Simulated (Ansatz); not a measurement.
Reactions of `N=C(S)I`.

Gas-phase electronic energies from Ansatz, PBE0-D4/def2-TZVP geometries. CCSD(T)/CBS is the MP2 limit (def2-TZVPP, def2-QZVPP) plus CCSD(T) − MP2 in def2-TZVPP, frozen cores. This one scheme is used for every species, atoms too. Functionals use def2-TZVPP. Open shells (•) are unrestricted, without spin–orbit coupling. Spin–orbit coupling would lower the free atoms: a little for C, S; strongly for I. def2 core potentials past Kr. For Br, I outer-core shells are correlated without core-valence functions, so the limit isn't a true one: a few kJ/mol of doubt a bond, and 10 to 20 or more in all where bonds break to atoms. Scalar relativity is left out up to krypton. One conformer a species, not always the lowest.

```json
{"reaction": "`N=C(S)I` + `C=N` → `C=NC(=N)S` + HI", "ωB97M-V (eV)": "-0.31", "PBE-D4 (eV)": "-0.24", "B2PLYP (eV)": "-0.26", "CCSD(T)/CBS(def2) (eV)": "-0.22"}
{"reaction": "`N=C(S)I` + H₂ → `N=CI` + H₂S", "ωB97M-V (eV)": "-0.53", "PBE-D4 (eV)": "-0.35", "B2PLYP (eV)": "-0.53", "CCSD(T)/CBS(def2) (eV)": "-0.49"}
{"reaction": "`N=C(S)I` + HBr → `N=C(Br)I` + H₂S", "ωB97M-V (eV)": "0.16", "PBE-D4 (eV)": "0.15", "B2PLYP (eV)": "0.14", "CCSD(T)/CBS(def2) (eV)": "0.16"}
{"reaction": "`N=C(S)I` → C• + 2 H• + I• + N• + S•", "ωB97M-V (eV)": "19.99", "PBE-D4 (eV)": "21.14", "B2PLYP (eV)": "19.66", "CCSD(T)/CBS(def2) (eV)": "19.96"}
{"reaction": "`N=C(S)I` + H₂ → `N=CS` + HI", "ωB97M-V (eV)": "-0.73", "PBE-D4 (eV)": "-0.55", "B2PLYP (eV)": "-0.71", "CCSD(T)/CBS(def2) (eV)": "-0.64"}
```

Largest T1 diagnostic: 0.015, for `C=NC(=N)S`.
